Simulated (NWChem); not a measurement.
Molecule: CH4O2Si2; SMILES O=C1[SiH2]O[SiH2]1

```xyz
9

O      0.0000     0.0000     2.2661
C      0.0000     0.0000     1.0732
Si     0.0000     1.3404    -0.3923
O      0.0000     0.0000    -1.4234
Si     0.0000    -1.3404    -0.3923
H      1.2244     2.1785    -0.5493
H     -1.2244     2.1785    -0.5493
H      1.2244    -2.1785    -0.5493
H     -1.2244    -2.1785    -0.5493
```
Atoms are numbered in this order, from 1.

Results from NWChem. Structure relaxed at the PBE0/def2-SVP level. Level B3LYP/def2-SVP: energy and gradient on several grids; changes count from the extra-fine grid, which is no exact limit either.

```csv
grid,size of the energy change (μHa),largest change of a gradient component (μHa/bohr)
xcoarse,3000,3000
coarse,< 10,400
medium,10,80
fine,< 10,< 30
xfine,< 10,< 30
```
